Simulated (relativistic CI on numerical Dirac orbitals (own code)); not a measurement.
# Electric-dipole transitions in I12+

Calculated at this level of theory: Dirac-Coulomb-Breit CI, orbitals from a KLI potential per configuration, model QED, unscaled Slater integrals (own radial code, finite nucleus).

CI space (outside the closed core [Ar] 3d10): 4s2 4p6 4d5, 4s2 4p5 4d6, 4s2 4p6 4d4 4f, 4s2 4p6 4d4 5s, 4s 4p6 4d6, 4s2 4p6 4d4 5p, 4s2 4p5 4d5 4f, 4s2 4p6 4d3 4f 5s, 4s2 4p6 4d4 5d, 4s 4p6 4d5 4f, 4s2 4p6 4d3 5s 5p, 4s2 4p6 4d4 6s, 4s2 4p5 4d5 5s, 4s2 4p6 4d4 5f, 4s2 4p6 4d4 6p, 4s2 4p6 4d4 5g, 4s2 4p6 4d4 6f, 4s2 4p6 4d4 7p, 4s2 4p6 4d4 7f, 4s 4p6 4d5 5p, 4p6 4d6 5p, 4s2 4p6 4d3 5s2, 4s2 4p6 4d2 4f 5s2, 4s2 4p6 4d2 5s2 5p, 4s2 4p5 4d3 4f 5s2, 4p6 4d7, 4p5 4d8, 4p5 4d7 4f. Double excitations out of closed p, d and f shells are left out; levels of such configurations are missing from the list, as are those of other unlisted configurations, and high levels can miss mixing partners. These lack a partner that the ground configuration has and come out too high: 4s2 4p5 4d5 5s.

| λ vac (nm) | Lower | Upper | A (s⁻¹) | E lower (eV) | E upper (eV) |
| --- | --- | --- | --- | --- | --- |
| 11.857 | 4s2 4p6 4d5 6S_5/2 [1] | 4s2 4p6 4d4 4f 2F°_7/2 [386] | 1.51e+09 | 0.000 | 104.568 |
| 11.907 | 4s2 4p6 4d5 6S_5/2 [1] | 4s2 4p6 4d4 4f 4F°_7/2 [377] | 1.38e+09 | 0.000 | 104.126 |
| 11.964 | 4s2 4p6 4d5 6S_5/2 [1] | 4s2 4p6 4d4 4f 2F°_7/2 [367] | 3.02e+09 | 0.000 | 103.635 |
| 11.987 | 4s2 4p6 4d5 6S_5/2 [1] | 4s2 4p6 4d4 4f 2G°_7/2 [360] | 8.83e+08 | 0.000 | 103.428 |
| 12.001 | 4s2 4p6 4d5 6S_5/2 [1] | 4s2 4p6 4d4 4f 2G°_7/2 [355] | 9.74e+08 | 0.000 | 103.308 |
| 12.039 | 4s2 4p6 4d5 6S_5/2 [1] | 4s2 4p6 4d4 4f 4D°_7/2 [349] | 2.10e+09 | 0.000 | 102.984 |
| 12.133 | 4s2 4p6 4d5 6S_5/2 [1] | 4s2 4p6 4d4 4f 2F°_7/2 [325] | 9.24e+08 | 0.000 | 102.184 |
| 12.646 | 4s2 4p6 4d5 4G_9/2 [5] | 4s2 4p6 4d4 4f 4F°_7/2 [377] | 1.43e+09 | 6.084 | 104.126 |
| 12.735 | 4s2 4p6 4d5 4D_5/2 [6] | 4s2 4p6 4d4 4f 2F°_7/2 [367] | 1.66e+09 | 6.277 | 103.635 |
| 12.778 | 4s2 4p6 4d5 6S_5/2 [1] | 4s2 4p6 4d4 4f 6F°_7/2 [188] | 8.24e+08 | 0.000 | 97.027 |
| 12.809 | 4s2 4p6 4d5 4G_11/2 [4] | 4s2 4p6 4d4 4f 2I°_13/2 [340] | 1.05e+09 | 5.926 | 102.718 |
| 12.871 | 4s2 4p6 4d5 4D_7/2 [9] | 4s2 4p6 4d4 4f 2H°_9/2 [369] | 1.50e+09 | 7.447 | 103.774 |
| 12.936 | 4s2 4p6 4d5 6S_5/2 [1] | 4s2 4p5 4d6 4F°_7/2 [161] | 9.51e+08 | 0.000 | 95.841 |
| 12.957 | 4s2 4p6 4d5 4G_11/2 [4] | 4s2 4p6 4d4 4f 2I°_11/2 [312] | 8.95e+08 | 5.926 | 101.613 |
| 12.979 | 4s2 4p6 4d5 4G_9/2 [5] | 4s2 4p6 4d4 4f 2I°_11/2 [312] | 1.61e+09 | 6.084 | 101.613 |
| 12.991 | 4s2 4p6 4d5 2I_11/2 [11] | 4s2 4p6 4d4 4f 2H°_9/2 [369] | 1.76e+09 | 8.334 | 103.774 |
| 13.055 | 4s2 4p6 4d5 2I_13/2 [14] | 4s2 4p6 4d4 4f 2I°_13/2 [370] | 1.47e+09 | 8.878 | 103.851 |
| 14.192 | 4s2 4p6 4d5 2I_13/2 [14] | 4s2 4p6 4d4 4f 4K°_11/2 [171] | 1.23e+09 | 8.878 | 96.240 |
| 14.321 | 4s2 4p6 4d5 2I_13/2 [14] | 4s2 4p6 4d4 4f 6G°_11/2 [152] | 2.39e+09 | 8.878 | 95.451 |
| 14.345 | 4s2 4p6 4d5 2I_11/2 [11] | 4s2 4p5 4d6 4F°_9/2 [144] | 2.25e+09 | 8.334 | 94.762 |
| 14.604 | 4s2 4p6 4d5 2I_11/2 [11] | 4s2 4p6 4d4 4f 6H°_11/2 [118] | 1.83e+09 | 8.334 | 93.231 |
| 14.640 | 4s2 4p6 4d5 4G_9/2 [5] | 4s2 4p5 4d6 4G°_7/2 [89] | 1.09e+09 | 6.084 | 90.771 |
| 14.642 | 4s2 4p6 4d5 2I_11/2 [11] | 4s2 4p6 4d4 4f 6H°_11/2 [112] | 9.47e+08 | 8.334 | 93.008 |
| 14.690 | 4s2 4p6 4d5 4G_9/2 [5] | 4s2 4p5 4d6 2F°_7/2 [85] | 1.43e+09 | 6.084 | 90.487 |
| 14.732 | 4s2 4p6 4d5 4G_11/2 [4] | 4s2 4p5 4d6 4G°_11/2 [82] | 2.12e+09 | 5.926 | 90.085 |
| 14.764 | 4s2 4p6 4d5 4G_9/2 [5] | 4s2 4p5 4d6 4D°_7/2 [81] | 9.92e+08 | 6.084 | 90.061 |
| 14.779 | 4s2 4p6 4d5 4D_7/2 [9] | 4s2 4p5 4d6 4P°_5/2 [94] | 1.84e+09 | 7.447 | 91.341 |
| 14.843 | 4s2 4p6 4d5 2I_13/2 [14] | 4s2 4p5 4d6 2I°_13/2 [106] | 3.56e+09 | 8.878 | 92.409 |
| 14.875 | 4s2 4p6 4d5 2G_9/2 [16] | 4s2 4p5 4d6 4G°_9/2 [114] | 1.32e+09 | 9.697 | 93.048 |
| 14.902 | 4s2 4p6 4d5 4G_11/2 [4] | 4s2 4p5 4d6 4F°_9/2 [71] | 2.49e+09 | 5.926 | 89.128 |
| 14.916 | 4s2 4p6 4d5 4G_7/2 [3] | 4s2 4p5 4d6 4F°_7/2 [69] | 7.15e+08 | 5.826 | 88.948 |
| 14.951 | 4s2 4p6 4d5 4G_5/2 [2] | 4s2 4p5 4d6 4D°_5/2 [64] | 1.44e+09 | 5.243 | 88.170 |
| 14.959 | 4s2 4p6 4d5 6S_5/2 [1] | 4s2 4p5 4d6 6P°_3/2 [42] | 4.53e+09 | 0.000 | 82.881 |
| 14.965 | 4s2 4p6 4d5 6S_5/2 [1] | 4s2 4p5 4d6 6P°_5/2 [41] | 3.17e+09 | 0.000 | 82.847 |
| 14.999 | 4s2 4p6 4d5 6S_5/2 [1] | 4s2 4p5 4d6 6P°_7/2 [40] | 1.38e+09 | 0.000 | 82.661 |
| 15.076 | 4s2 4p6 4d5 4G_7/2 [3] | 4s2 4p5 4d6 4H°_7/2 [62] | 2.71e+09 | 5.826 | 88.066 |
| 15.135 | 4s2 4p6 4d5 4G_5/2 [2] | 4s2 4p5 4d6 4D°_5/2 [55] | 1.05e+09 | 5.243 | 87.164 |
| 15.160 | 4s2 4p6 4d5 4G_9/2 [5] | 4s2 4p5 4d6 4G°_9/2 [60] | 2.38e+09 | 6.084 | 87.868 |
| 15.213 | 4s2 4p6 4d5 4D_7/2 [9] | 4s2 4p5 4d6 4F°_7/2 [69] | 1.62e+09 | 7.447 | 88.948 |
| 15.220 | 4s2 4p6 4d5 4G_11/2 [4] | 4s2 4p5 4d6 4H°_11/2 [57] | 9.57e+08 | 5.926 | 87.387 |
| 15.251 | 4s2 4p6 4d5 4D_5/2 [6] | 4s2 4p5 4d6 4G°_5/2 [59] | 1.78e+09 | 6.277 | 87.573 |
| 15.261 | 4s2 4p6 4d5 4D_7/2 [9] | 4s2 4p5 4d6 4F°_9/2 [66] | 9.36e+08 | 7.447 | 88.689 |
| 15.290 | 4s2 4p6 4d5 4G_7/2 [3] | 4s2 4p5 4d6 4H°_9/2 [54] | 7.86e+08 | 5.826 | 86.915 |
| 15.391 | 4s2 4p6 4d5 4G_5/2 [2] | 4s2 4p5 4d6 4D°_7/2 [51] | 8.67e+08 | 5.243 | 85.800 |
| 15.565 | 4s2 4p6 4d5 2G_9/2 [16] | 4s2 4p5 4d6 2H°_11/2 [74] | 1.33e+09 | 9.697 | 89.352 |

Terms are leading LS components. Brackets give the number of a level in order of energy, since labels repeat. The list gives strong lines, with weight on those to low levels, without lines whose two gauges differ by over a factor of 2.5, among the lowest 400 of 10392 levels, so that lines to higher ones, which can be the strongest, are missing. Levels whose partners in the same complex of configurations lie outside the list can be far off, and so can their lines. Rates are taken at the computed energies, electric ones in the length gauge.

At this charge energies of transitions that change n are usually good to better than 1 %, and those within a shell (Δn = 0) to a few per cent. Terms inside the open d or f shell come out 10 to 20 % too wide with unscaled integrals. Levels and lines within the n = 5 or 6 shells can be off by up to 10 % or somewhat more, and those that change n by about 2 %, since core polarisation is missing.

LS names give the leading component of a level, which can be under half, so a name can repeat, a term be missing and a line seem to break the LS rules.
